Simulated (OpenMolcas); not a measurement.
## Pd3+: effect of the metal basis

Pd3+ with its 8 nearest fluoride ions at 2.258 Å, on the Ca site of CaF2 (a = 5.46294 Å, distance in the model lattice 2.366 Å). The rest of the host is ab initio model potentials to 7.6 Å and point charges beyond; the distance is set by hand and nothing relaxes, and no local charge compensation is placed.

| Item | Value |
| --- | --- |
| Program | OpenMolcas 26.06 |
| Method | CASSCF |
| Spin-orbit coupling | RASSI with atomic mean-field integrals over the reference wave functions |

Fixed: ligand basis ANO-RCC-VDZP, active space 7 electrons in 5 orbitals (4d), DKH2 Hamiltonian.

States (labels of O, the rotations of Oh). Energies in cm-1 above the lowest state or level, χT in cm3 K/mol; 10Dq and B are least-squares fits to the states below 45000 cm-1, weighted by degeneracy, with a free offset, and given where the rms deviation is under 5 % of |10Dq| (or 100 cm-1) and under 700 cm-1; 10Dq is negative for this site.

```
Run   Metal basis  Ground state  First state of that spin   10Dq  B (rms of fit)  First gap with spin-orbit (degeneracies)  χT at 300 K  First state of another spin                     Cost
  A  ANO-RCC-VDZP           4A2                  4T2 9593                                                      8630 (4, 4)        2.576                    2T1 15899  roughly 40 core-seconds
  B  ANO-RCC-VTZP           4A2                  4T2 9110  -9556       829 (381)                               8241 (4, 4)        2.607                    2T1 16458  roughly 60 core-seconds
```

Against A, the first state of the same spin changes by -5.0 % in B.

Costs are those of the RASSCF and RASSI steps.

Without dynamic correlation the repulsion within the d shell is too large (B by tens of per cent), so at a given field states of lower spin stand too high. With metal d orbitals alone the field can be off either way by tens of per cent. Ligand-to-metal charge-transfer states are missing. With no ligand orbital active B as a rule stays too high, so bands that hang on it stand too high and its fall with covalency is understated. The least metal-like active orbital is 85 % on the metal (Löwdin) and no ligand orbital is active, so the numbers are rough (holds for A). No measured value stands beside these numbers; the geometry was set by hand and not optimised.
